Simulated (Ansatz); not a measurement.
`C[Si](C)(C)C#Cc1ccc(-c2ccc(-c3ccc(-c4ccc(C#C[Si](C)(C)C)s4)s3)s2)s1`, relaxed as a singlet with RKS PBE-D4/def2-SVP in Ansatz, starting from the GFN2-xTB geometry. Force threshold 0.03 eV/Å.

Single mean-field runs in def2-SVP are fitted with def2-universal-jkfit.

Start:

```xyz
58

C    -6.166    6.163   -8.412
Si   -4.333    6.647   -8.213
C    -3.442    6.565   -9.896
C    -4.156    8.376   -7.433
C    -3.530    5.418   -7.076
C    -2.999    4.606   -6.349
C    -2.385    3.665   -5.524
C    -1.668    2.559   -5.913
C    -1.181    1.812   -4.837
C    -1.519    2.334   -3.610
C    -1.189    1.830   -2.322
C    -1.516    2.350   -1.091
C    -1.028    1.597   -0.020
C    -0.318    0.485   -0.411
C     0.313   -0.490    0.407
C     1.012   -1.609    0.018
C     1.504   -2.358    1.089
C     1.193   -1.827    2.319
C     1.533   -2.325    3.607
C     1.228   -1.782    4.834
C     1.719   -2.527    5.910
C     2.406   -3.652    5.522
C     3.010   -4.599    6.347
C     3.531   -5.417    7.075
Si    4.321   -6.653    8.214
C     2.953   -7.785    8.909
C     5.597   -7.648    7.208
C     5.165   -5.698    9.631
S     2.451   -3.795    3.785
S     0.266   -0.362    2.145
S    -0.254    0.369   -2.149
S    -2.464    3.787   -3.787
H    -6.679    6.159   -7.455
H    -6.262    5.168   -8.838
H    -6.691    6.853   -9.066
H    -3.518    5.572  -10.330
H    -3.868    7.268  -10.606
H    -2.386    6.797   -9.795
H    -4.626    8.417   -6.455
H    -3.111    8.643   -7.304
H    -4.616    9.141   -8.052
H    -1.506    2.312   -6.947
H    -0.598    0.914   -4.940
H    -2.090    3.253   -0.980
H    -1.185    1.847    1.014
H     1.157   -1.867   -1.016
H     2.071   -3.266    0.979
H     0.666   -0.871    4.938
H     1.581   -2.264    6.944
H     2.215   -7.211    9.461
H     2.431   -8.310    8.114
H     3.361   -8.532    9.585
H     6.364   -6.998    6.797
H     6.093   -8.395    7.822
H     5.127   -8.165    6.377
H     4.443   -5.112   10.191
H     5.918   -5.014    9.253
H     5.653   -6.373   10.329
```

```
step  energy (eV)  largest force component (eV/Å)  SCF passes
   1  -86383.7288                           2.759          24
   2  -86384.2082                           0.301          22
   3  -86384.2490                           0.110          22
   4  -86384.2504                           0.067          22
   5  -86384.2513                           0.067          22
   6  -86384.2516                           0.016          16
```

Force components are those of the run's own axes.

End:

```xyz
58

C    -6.202    6.252   -8.478
Si   -4.377    6.709   -8.286
C    -3.505    6.655   -9.963
C    -4.207    8.420   -7.501
C    -3.566    5.471   -7.180
C    -3.017    4.629   -6.456
C    -2.391    3.671   -5.640
C    -1.657    2.540   -6.016
C    -1.171    1.797   -4.919
C    -1.520    2.337   -3.677
C    -1.200    1.850   -2.359
C    -1.534    2.384   -1.112
C    -1.043    1.628   -0.024
C    -0.320    0.496   -0.411
C     0.322   -0.498    0.408
C     1.033   -1.638    0.022
C     1.528   -2.391    1.109
C     1.209   -1.847    2.356
C     1.538   -2.328    3.674
C     1.219   -1.767    4.916
C     1.706   -2.510    6.014
C     2.409   -3.660    5.639
C     3.025   -4.624    6.455
C     3.566   -5.471    7.180
Si    4.361   -6.717    8.289
C     3.022   -7.863    8.973
C     5.619   -7.701    7.278
C     5.217   -5.793    9.699
S     2.456   -3.802    3.885
S     0.278   -0.374    2.157
S    -0.259    0.384   -2.159
S    -2.467    3.793   -3.887
H    -6.719    6.258   -7.496
H    -6.315    5.241   -8.917
H    -6.718    6.977   -9.142
H    -3.580    5.646  -10.417
H    -3.963    7.383  -10.664
H    -2.430    6.905   -9.860
H    -4.693    8.452   -6.505
H    -3.140    8.694   -7.371
H    -4.685    9.191   -8.142
H    -1.490    2.280   -7.070
H    -0.574    0.879   -5.017
H    -2.123    3.305   -1.002
H    -1.207    1.893    1.030
H     1.184   -1.910   -1.032
H     2.110   -3.316    1.000
H     0.645   -0.835    5.013
H     1.561   -2.236    7.067
H     2.265   -7.291    9.547
H     2.498   -8.396    8.154
H     3.466   -8.622    9.651
H     6.401   -7.036    6.858
H     6.118   -8.462    7.913
H     5.127   -8.227    6.434
H     4.489   -5.191   10.279
H     5.995   -5.105    9.310
H     5.705   -6.508   10.395
```

By distances, no bond broke or formed. The bond that changes most is C5–C6, from 1.21 to 1.24 Å (atoms count from 1).

No frequencies were taken in this run, so the end may be a saddle point.

Hardware: 2 threads of AMD EPYC 7R13 on a shared host and a share (18 GiB) of an NVIDIA H100 80GB HBM3. Wall time 22 s, peak host memory 1.1 GiB.
